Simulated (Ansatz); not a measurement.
Relaxed structures of CH3OSe (charge +1), singlet (PBE0-D4/def2-TZVP; forces vanish, vibrations not checked; lower isomers may exist, and structures with a doubtful reference or unclear bonds are left out; Å). Computed with Ansatz 0.2.0 (basis: def2-TZVPP); correlated methods freeze the cores. Filled d shells of the heavier atoms are correlated. The def2 sets are not built for correlating such inner shells, so the correlated values are less sure here.

(1) Rank them by CCSD(T) energy, lowest first, and give each one's height above the lowest. Links in brackets join atoms within 1.22 times the sum of their covalent radii (1.1 for two metals). (An estimate is asked for; the value comes from the calculation.)
A.
CH₃OSe ([CH2][Se][OH]), total charge +1
```
6
angstrom
C -0.8734 -0.0806 -0.6837
Se 0.5367 -0.8261 -0.0236
O 1.0747 0.4496 1.0184
H -1.4488 -0.6602 -1.4008
H -1.1755 0.9240 -0.3971
H 1.8863 0.1933 1.4868
```
B.
CH₃OSe ([OH][C][SeH2]), total charge +1
```
6
angstrom
C 0.6362 -0.6572 0.1806
Se -1.4511 -0.1372 -0.2446
O 1.0416 0.2422 0.9411
H -1.2911 -0.6429 -1.6182
H -1.2482 1.2678 -0.6514
H 1.9712 0.0920 1.2248
```
C.
CH₃OSe ([CH3][Se][O]), total charge +1
```
6
angstrom
C -0.8206 0.2247 -0.6944
Se 0.8252 -0.4809 -0.0735
O 0.8911 -0.1014 1.4675
H -1.3897 -0.6135 -1.1201
H -1.3381 0.7105 0.1330
H -0.5830 0.9185 -1.5132
```
D.
CH₃OSe ([CH2][O][SeH]), total charge +1
```
6
angstrom
C -0.7533 -0.1076 -0.6090
Se 1.1629 0.7250 1.2231
O 0.2785 -0.3900 0.0077
H -1.1346 -0.8794 -1.2803
H -1.2600 0.8544 -0.4950
H 2.1563 -0.3444 1.4131
```

No T1 diagnostic of these runs exceeds 0.021. The restricted Hartree–Fock reference is unstable towards an unrestricted one at one or more of these structures.

Answers

(1) The calculation gives: A (0.00 kcal/mol), D (12.50 kcal/mol), C (23.69 kcal/mol), B (36.16 kcal/mol). Heights count from the lowest.

For scale, one of the runs: CCSD(T)/def2-TZVPP, 152 basis functions, launched by `ansatz run in.yaml --threads 2 --pin off --events-out ev --progress --plain --max-ram 4352MiB`. The run took 36 s on 2 CPU threads of an Arm Neoverse V2 (shared host), with 1.1 GiB of host memory at its peak.
